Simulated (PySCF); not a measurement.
## Computed structure and properties of [W3]+

System: [W3]+ (doublet); start: released along the symmetry-breaking force (C2v). Method: PySCF 2.14.0, UKS TPSS, W def2-SVP with ECP60; non-relativistic Hamiltonian with scalar-relativistic core potentials where named; density fitting; no spin-orbit coupling.

Input of the relaxation:

```python
mol = gto.M(atom='''
W      1.28423    -0.00014     0.00000
W     -0.64198     1.20932    -0.00000
W     -0.64225    -1.20917    -0.00000''',
    basis={'W': 'def2-SVP'},
    ecp={'W': 'def2-SVP'},
    charge=1, spin=1)
mf = dft.UKS(mol, xc='TPSS')
mf.grids.atom_grid = (50, 194)
mf = mf.density_fit()  # fitting sets: W def2-universal-JKFIT
mf.conv_tol = 1e-08; mf.max_cycle = 55
mf.kernel(dm0)  # dm0: converged density of the start geometry
# quasi-Newton relaxation in Cartesian coordinates to a largest gradient under 0.00045 Eh/bohr
```

Run from Python with OMP_NUM_THREADS=2; the lines above give its settings. Where DIIS fails, smearing, a level shift and second-order steps follow.
It took 35 s on 2 threads of Intel(R) Xeon(R) Platinum 8488C (Sapphire Rapids), on a shared host, from the converged density of the start.

Course of the relaxation:

```csv
step,energy above end (eV),largest force component within the symmetry (eV/Å)
0,0.0395,0.833
1,0.0067,0.369
2,0.0001,0.051
3,0.0000,0.007
```

Relaxed geometry (nearly D3h):

```xyz
3

W     1.3111   -0.0001    0.0000
W    -0.6554    1.1806    0.0000
W    -0.6557   -1.1804    0.0000
```

```json
{"contact": "W3–W1", "Å": "2.294"}
{"contact": "W2–W1", "Å": "2.294"}
{"contact": "W3–W2", "Å": "2.361"}
```

On the finer grid (75, 302):

```yaml
HOMO: -8.70 eV
LUMO: -7.81 eV
Dipole_about_the_centre_of_mass: 0.06 D
Spin_squared: 1.160
Set_of_Mulliken_populations_of_W1_outside_the_core_potential: s 2.93, p 6.03, d 4.63, f 0.04
D3_BJ_dispersion_energy_not_in_the_energies: -0.154 eV
```

```json
{"atom": "W1", "Mulliken (e)": "0.38", "Löwdin (e)": "0.33", "spin (e)": "-1.05"}
{"atom": "W2", "Mulliken (e)": "0.31", "Löwdin (e)": "0.34", "spin (e)": "1.03"}
{"atom": "W3", "Mulliken (e)": "0.31", "Löwdin (e)": "0.34", "spin (e)": "1.03"}
```

The state is spin-contaminated.

No frequency check is given for this geometry.

One start shape was tried, so this needn't be the lowest isomer.

Open shells may have lower solutions than the one found.
